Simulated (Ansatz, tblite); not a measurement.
Removing and adding an electron: `CC(C)OC(=O)C(=O)OCC(F)(F)C(F)F`. Charge 0, multiplicity 1. Geometry: r2SCAN-D4/def2-SVP. Ansatz, gas phase; energy differences of separate SCF runs; the oxidised species was run as a doublet alone; the reduced species was run as a doublet alone.

```csv
atom,x (Å),y (Å),z (Å)
C1,2.639,-2.419,-2.330
C2,1.794,-1.166,-2.399
C3,2.596,0.109,-2.584
O4,1.077,-1.101,-1.128
C5,-0.055,-0.405,-1.120
O6,-0.549,0.177,-2.052
C7,-0.679,-0.466,0.284
O8,-0.328,-1.203,1.165
O9,-1.697,0.413,0.351
C10,-2.369,0.507,1.598
C11,-1.828,1.701,2.359
F12,-0.482,1.595,2.501
F13,-2.079,2.850,1.681
C14,-2.432,1.854,3.755
F15,-2.152,0.751,4.483
F16,-3.777,1.958,3.634
H17,3.367,-2.349,-1.507
H18,3.190,-2.552,-3.273
H19,2.011,-3.307,-2.163
H20,1.030,-1.243,-3.191
H21,1.933,0.986,-2.626
H22,3.313,0.236,-1.758
H23,3.159,0.062,-3.529
H24,-2.214,-0.404,2.195
H25,-3.436,0.667,1.392
H26,-2.033,2.750,4.262
```

The xTB rows come from tblite. HOMO above LUMO, or a gap near zero within one spin, warns that the state may not be the lowest or that an electron is smeared out.

Problem. Estimate orbital energies and vertical ionisation energies and electron affinities at: GFN1-xTB; GFN2-xTB; PBE-D4/def2-SVP; PBE0-D4/def2-SVP.

Solution. 
```tsv
level	−HOMO (eV)	vertical IE (eV)	−LUMO (eV)	vertical EA (eV)	HOMO–LUMO gap (eV)	IE − EA (eV)	remarks
GFN1-xTB	12.81	15.42	9.13	5.69	3.68	9.73	–
GFN2-xTB	11.65	14.38	8.49	5.13	3.16	9.25	–
PBE-D4/def2-SVP	6.12	9.14	2.56	-0.41	3.56	9.55	HOMO above zero (-1 doublet), gap within one spin near zero (+1 doublet)
PBE0-D4/def2-SVP	7.93	9.97	1.69	-0.29	6.24	10.26	HOMO above zero (-1 doublet)
```

   A HOMO above zero means that the electron is unbound at that level or that self-interaction error raises the level; the energy of removing that electron tells which. Raw xTB energy differences between charge states are shifted by several eV; the methods need an empirical correction for them. Sets without diffuse functions give affinities that are too small. A negative affinity means that the extra electron isn't bound; its size then hangs on the basis.
